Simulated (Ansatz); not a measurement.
An input meant for TiClF3 (charge 0, singlet).

```yaml
crystal:
  periodic: [false, false, false]
  atoms:
    - {symbol: Ti, position_ang: [-0.000399, 0.000640, -0.082424]}
    - {symbol: Cl, position_ang: [0.009845, -0.017451, 2.108180]}
    - {symbol: F, position_ang: [1.632158, 0.009667, -0.682928]}
    - {symbol: F, position_ang: [-0.824128, 1.419821, -0.659707]}
    - {symbol: F, position_ang: [-0.817476, -1.412676, -0.683120]}
basis:
  gaussian: {orbitals: def2-SVPD, fitting: {mean_field: cc-pVTZ-jkfit}, nuclear_model: gaussian}
hamiltonian: {xc: {name: r2SCAN50}, dispersion: d3bjatm}
scf: {omitted_lower_state_checks: [starts]}
```

```sh
$ ansatz run in.yaml --threads 4 --pin off --events-out ev --progress --plain --max-ram 3916MiB
```

It prints (some lines left out):

```
Functional definition: r2SCAN50
Error: [file] the basis set cc-pVTZ-JKFIT has no functions for Ti
```

Run time 0.3 s (4 threads of Arm Neoverse V2 on a shared host).
